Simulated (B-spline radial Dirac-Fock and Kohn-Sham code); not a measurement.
**f′ and f″ of Cu, 682.7 eV to 4.685 keV**

The computed values come from an atomic code on a B-spline grid: the dispersion relation over Dirac-Hartree-Slater subshell photoionisation cross sections, with the Kissel-Pratt high-energy constant (isolated atom, no bound-bound lines or fine structure). The forward scattering factor is f₀ + f′ + i f″.

Edges near this range: L1 1096.7 eV, L2 952.3 eV, L3 932.7 eV.

| hν (eV) | λ (Å) | f′ (e) | f″ (e) | tabulated f′ | tabulated f″ |
| --- | --- | --- | --- | --- | --- |
| 682.7 | 18.16 | ? | ? | ? | ? |
| 821.7 | 15.09 | -12.559 | 2.655 | – | 2.49 |
| 1000 | 12.40 | -13.478 | 15.697 | -14.40 | 15.53 |
| 1048 | 11.83 | -10.615 | 14.439 | -11.21 | 14.47 |
| 1253.6 | 9.890 | -4.606 | 12.815 | -4.61 | 12.67 |
| 1486.9 | 8.338 | -1.990 | 10.087 | -1.97 | 9.84 |
| 1553 | 7.984 | -1.581 | 9.473 | -1.56 | 9.23 |
| 1715 | 7.229 | -0.884 | 8.186 | -0.86 | 7.92 |
| 2000 | 6.199 | -0.266 | 6.475 | -0.24 | 6.24 |
| 2350 | 5.276 | -0.004 | 5.018 | 0.01 | 4.85 |
| 2906 | 4.266 | 0.008 | 3.555 | 0.02 | 3.46 |
| 2984.4 | 4.154 | -0.007 | 3.402 | 0.01 | 3.32 |
| 4000 | 3.100 | -0.292 | 2.079 | -0.29 | 2.00 |
| 4510.9 | 2.749 | -0.454 | 1.690 | -0.45 | 1.61 |
| 4685 | 2.646 | -0.509 | 1.582 | -0.51 | 1.51 |

Question: What are f′ and f″ at 682.7 eV?

Answer: f′ = -10.156 and f″ = 3.353 electrons (tables: – and 3.09). By the optical theorem f″ corresponds to a photoabsorption cross section 2 rₑ λ f″ = 343000 b.

Tabulated f′: xraylib 4.2 anomalous scattering factors (Cullen et al., EPDL97); f″: Chantler's tables (J. Phys. Chem. Ref. Data 1995 and 2000). Both are theoretical tables.
